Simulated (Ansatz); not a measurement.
Other settings, tried on N-butylpyridinium tetrafluoroborate (C9H14BF4N).

```yaml
crystal:
  periodic: [false, false, false]
  atoms:
    - {symbol: C, position_ang: [-4.152482, 0.855263, 0.896859]}
    - {symbol: C, position_ang: [-3.085413, 0.046680, 0.169199]}
    - {symbol: C, position_ang: [-1.666754, 0.507897, 0.495586]}
    - {symbol: C, position_ang: [-0.628900, -0.321385, -0.248646]}
    - {symbol: N, position_ang: [0.746976, 0.127773, 0.049759]}
    - {symbol: C, position_ang: [1.334761, 1.044534, -0.745361]}
    - {symbol: C, position_ang: [2.613423, 1.500790, -0.472656]}
    - {symbol: C, position_ang: [3.302924, 0.977393, 0.620715]}
    - {symbol: C, position_ang: [2.691733, 0.001909, 1.407643]}
    - {symbol: C, position_ang: [1.411120, -0.417979, 1.088792]}
    - {symbol: H, position_ang: [-4.036973, 0.777273, 1.990343]}
    - {symbol: H, position_ang: [-5.163844, 0.503807, 0.642609]}
    - {symbol: H, position_ang: [-4.094008, 1.923796, 0.632247]}
    - {symbol: H, position_ang: [-3.184362, -1.023901, 0.423791]}
    - {symbol: H, position_ang: [-3.242874, 0.111217, -0.922528]}
    - {symbol: H, position_ang: [-1.490578, 0.436751, 1.585410]}
    - {symbol: H, position_ang: [-1.549782, 1.575724, 0.231116]}
    - {symbol: H, position_ang: [-0.663408, -1.389006, 0.005804]}
    - {symbol: H, position_ang: [-0.739106, -0.270303, -1.339493]}
    - {symbol: H, position_ang: [0.754112, 1.374909, -1.606673]}
    - {symbol: H, position_ang: [3.069446, 2.233620, -1.140083]}
    - {symbol: H, position_ang: [4.321919, 1.305739, 0.840127]}
    - {symbol: H, position_ang: [3.210384, -0.465815, 2.245919]}
    - {symbol: H, position_ang: [0.889075, -1.206243, 1.630967]}
    - {symbol: F, position_ang: [2.250911, -3.098395, -2.540986]}
    - {symbol: B, position_ang: [1.887912, -2.065206, -1.716051]}
    - {symbol: F, position_ang: [3.004815, -1.356820, -1.232116]}
    - {symbol: F, position_ang: [1.049696, -1.138183, -2.404095]}
    - {symbol: F, position_ang: [1.159278, -2.551872, -0.588176]}
basis:
  gaussian: {orbitals: def2-mTZVP}
hamiltonian: {xc: {name: B2PLYP}}
output: {forces: true}
```

```sh
$ ansatz run in.yaml --threads 4 --pin off --events-out ev --progress --plain --max-ram 6963MiB
```

Output, abridged:

```
Functional definition: B2PLYP
3001 factors; integrals over basis functions are off by at most 1.1e-3 eV
mean field evaluation 1: about -22555.7121 eV, gradient 8.0e1 eV
mean field evaluation 2: about -22556.0077 eV, gradient 8.0e1 eV
mean field evaluation 4: about -22568.1124 eV, gradient 6.4e0 eV
mean field evaluation 8: about -22568.1930 eV, gradient 1.1e0 eV
mean field evaluation 16: about -22568.1957 eV, gradient 3.5e-4 eV
mean field -22568.19570021 eV, -829.3658947102 hartree, gradient 5.9e-6 eV, S^2 0.000000; 0 other end points of the search recorded, 0 dependent functions left out
15 core orbitals not correlated: weight in the atoms' cores, before any rotation towards them, 1.000 or more for the frozen orbitals, at most 0.000 for the correlated occupied ones
reference -22568.19597682 eV, -829.3659048754 hartree; 43, 43 occupied and 269, 269 virtual orbitals, 3001 factors
second order -74.91190393 eV of doubles, -0.00000000 eV of singles
Total energy: -22588.42219088 eV, -830.1092045323 hartree
Atom 0 at    -4.152482     0.855263     0.896859 Å, force    -0.247811     0.208715     0.187016 eV/Å
Atom 1 at    -3.085413     0.046680     0.169199 Å, force    -0.046469    -0.354100    -0.294890 eV/Å
Atom 2 at    -1.666754     0.507897     0.495586 Å, force     0.121802     0.321253     0.264601 eV/Å
Atom 3 at    -0.628900    -0.321385    -0.248646 Å, force    -0.281175    -0.416304    -0.325264 eV/Å
Atom 4 at     0.746976     0.127773     0.049759 Å, force     0.225385     0.118921     0.090348 eV/Å
Atom 5 at     1.334761     1.044534    -0.745361 Å, force     0.023876     0.297238    -0.156058 eV/Å
Atom 6 at     2.613423     1.500790    -0.472656 Å, force    -0.005013     0.095071    -0.048003 eV/Å
Atom 7 at     3.302924     0.977393     0.620715 Å, force     0.101238     0.030117     0.018971 eV/Å
Atom 8 at     2.691733     0.001909     1.407643 Å, force     0.000110    -0.029151     0.103361 eV/Å
Atom 9 at     1.411120    -0.417979     1.088792 Å, force     0.043886    -0.070563     0.326601 eV/Å
Atom 10 at    -4.036973     0.777273     1.990343 Å, force    -0.038395     0.014744    -0.368874 eV/Å
Atom 11 at    -5.163844     0.503807     0.642609 Å, force     0.341312     0.113640     0.082286 eV/Å
Atom 12 at    -4.094008     1.923796     0.632247 Å, force    -0.019956    -0.362585     0.078002 eV/Å
Atom 13 at    -3.184362    -1.023901     0.423791 Å, force     0.018300     0.378023    -0.054432 eV/Å
Atom 14 at    -3.242874     0.111217    -0.922528 Å, force     0.036394     0.011017     0.380422 eV/Å
Atom 15 at    -1.490578     0.436751     1.585410 Å, force    -0.071745     0.004426    -0.380119 eV/Å
Atom 16 at    -1.549782     1.575724     0.231116 Å, force    -0.051879    -0.375582     0.071943 eV/Å
Atom 17 at    -0.663408    -1.389006     0.005804 Å, force    -0.057648     0.447424    -0.051215 eV/Å
Atom 18 at    -0.739106    -0.270303    -1.339493 Å, force    -0.023498     0.033372     0.443925 eV/Å
Atom 19 at     0.754112     1.374909    -1.606673 Å, force     0.256977    -0.117732     0.349893 eV/Å
Atom 20 at     3.069446     2.233620    -1.140083 Å, force    -0.167806    -0.283817     0.256369 eV/Å
Atom 21 at     4.321919     1.305739     0.840127 Å, force    -0.390961    -0.123843    -0.083021 eV/Å
Atom 22 at     3.210384    -0.465815     2.245919 Å, force    -0.191933     0.180409    -0.324533 eV/Å
Atom 23 at     0.889075    -1.206243     1.630967 Å, force     0.233352     0.326257    -0.205349 eV/Å
Atom 24 at     2.250911    -3.098395    -2.540986 Å, force     0.068689    -0.132337    -0.108979 eV/Å
Atom 25 at     1.887912    -2.065206    -1.716051 Å, force    -0.075546    -0.052053    -0.024516 eV/Å
Atom 26 at     3.004815    -1.356820    -1.232116 Å, force     0.115903    -0.058969    -0.050157 eV/Å
Atom 27 at     1.049696    -1.138183    -2.404095 Å, force     0.039219    -0.080722    -0.112220 eV/Å
Atom 28 at     1.159278    -2.551872    -0.588176 Å, force     0.043391    -0.122871    -0.066108 eV/Å
Dipole moment:    -0.560775     1.786828     1.426676 e Å
```

Run time 2.6 min (4 threads of Arm Neoverse N1 on a shared host), peak host memory 2 GiB.

Correlated methods freeze 15 core orbitals.
